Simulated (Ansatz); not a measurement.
Cartesian coordinates in Å:
```
C 1.698 -0.390 -0.617
C 0.399 0.374 -0.751
N -0.513 0.036 0.292
B -0.962 -0.582 1.394
C -1.869 0.452 0.651
H 2.385 -0.121 -1.422
H 2.183 -0.167 0.336
H 1.521 -1.467 -0.663
H -0.073 0.164 -1.719
H 0.585 1.456 -0.726
H -0.700 -1.366 2.241
H -2.668 0.136 -0.023
H -1.985 1.477 1.008
```

The species carries charge 0 and has multiplicity 1.

(1) List the ωB97M-V/def2-TZVPP orbital energies in eV (Ansatz 0.2.0). (An estimate is asked.)

Answers

(1) Ansatz gave: Occupied: -394.82, -282.50, -281.48, -281.30, -187.53, -28.83, -24.54, -21.27, -19.26, -16.70, -15.97, -15.26, -14.39, -13.82, -13.24, -12.52, -11.61, -10.06, -9.44. Lowest empty: 2.04, 2.46, 2.81, 3.22, 3.96, 4.30, 4.50, 4.77.
